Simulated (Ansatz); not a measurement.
System: sum formula BPH3, charge 0, multiplicity 2. It need not be the lowest isomer of its formula. 
Geometry from a B3LYP-D3(BJ)/def2-TZVP (Ansatz, an electronic-structure program) optimisation:
SMILES: B[PH]
```xyz
5

B      0.0943    -0.3580    -1.2104
H     -0.6078     0.0790    -2.0676
H      0.8731    -1.2208    -1.4761
P     -0.1324     0.1823     0.5783
H      1.2493     0.1979     0.9212
```
Charge 0, spin multiplicity 2.

Total electronic energies in hartree. Correlated levels leave the core frozen unless marked. Open shells are spin-unrestricted. Spin-orbit coupling is left out. Non-relativistic. CBS marks a two-point X^-3 extrapolation of the correlation energy; Hartree-Fock from the larger set.

```json
[
 {"level": "HF/cc-pV(T+d)Z", "program": "Ansatz", "energy (Eh)": "-367.14503"},
 {"level": "BLYP-D3(BJ)/def2-TZVPD", "program": "Ansatz + dftd3", "energy (Eh)": "-367.94163"},
 {"level": "CAM-B3LYP/def2-TZVPD", "program": "Ansatz", "energy (Eh)": "-367.94054"},
 {"level": "RPA@PBE/cc-pV(T+d)Z", "program": "Ansatz", "energy (Eh)": "-367.58625"},
 {"level": "MP2/aug-cc-pV(D+d)Z", "program": "Ansatz", "energy (Eh)": "-367.32096"},
 {"level": "MP2/cc-pwCVTZ", "program": "Ansatz", "energy (Eh)": "-367.37969"},
 {"level": "MP2/def2-TZVPP", "program": "Ansatz", "energy (Eh)": "-367.37059"},
 {"level": "MP2/def2-QZVPP", "program": "Ansatz", "energy (Eh)": "-367.39842"},
 {"level": "SCS-MP2/cc-pVTZ", "program": "Ansatz", "energy (Eh)": "-367.38512"},
 {"level": "CCSD/cc-pV(D+d)Z", "program": "Ansatz", "energy (Eh)": "-367.35061"},
 {"level": "CCSD/cc-pV(Q+d)Z", "program": "Ansatz", "energy (Eh)": "-367.43252"},
 {"level": "CCSD(T)/cc-pV(D+d)Z", "program": "Ansatz", "energy (Eh)": "-367.35687"},
 {"level": "CCSD(T)/cc-pV(T+d)Z", "program": "Ansatz", "energy (Eh)": "-367.42510"},
 {"level": "CCSD(T)/def2-TZVPPD", "program": "Ansatz", "energy (Eh)": "-367.42082"},
 {"level": "CCSD(T)/CBS(cc-pV(T+d)Z,cc-pV(Q+d)Z)", "program": "Ansatz", "energy (Eh)": "-367.4544"}
]
```

Totals of different functionals don't rank their quality; only differences between species are comparable.
